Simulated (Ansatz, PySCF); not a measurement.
CH7ClO2Si2, SMILES OC[SiH2]O[SiH2]Cl.

Coordinates come from a B3LYP-D3(BJ)/def2-SVP optimisation. The structure was generated by enumeration, and PubChem lists no compound with its InChIKey, so it may never have been made. One conformer was computed; it need not be the lowest.

Vertical ionisation energy (IE) and electron affinity (EA) in eV. Rows of orbital energies are one-electron estimates. Where ΔSCF, EOM or ADC give a negative EA the extra electron is unbound and the value depends on the basis.

```csv
level,IE,EA
"−ε(HOMO), −ε(LUMO), B3LYP/def2-TZVP (PySCF)",7.28,0.24
"−ε(HOMO), −ε(LUMO), PBE/def2-TZVP (PySCF)",6.00,0.93
"ΔSCF, CAM-B3LYP/def2-SVPD (Ansatz), final states of multiplicity 2 and 2",9.88,-1.48
"ΔSCF, PBE/def2-SVPD (Ansatz), final states of multiplicity 2 and 2",…,…
```

**Question.** Some entries are withheld; supply them. (The exact figures need the calculation; the answer reports its results.)

**Answer.** 
- ΔSCF, PBE/def2-SVPD (Ansatz, a program for electronic structure), final states of multiplicity 2 and 2, IE: 9.21
- ΔSCF, PBE/def2-SVPD (Ansatz), final states of multiplicity 2 and 2, EA: -1.00

**Question.** What vertical singlet–triplet gap does ΔSCF give with CAM-B3LYP/def2-SVPD (Ansatz) and with PBE/def2-SVPD (Ansatz)? (An estimate is asked for; the answer gives what the named calculation found.)

**Answer.** 6.46 and 5.53 eV (triplet above singlet where positive).
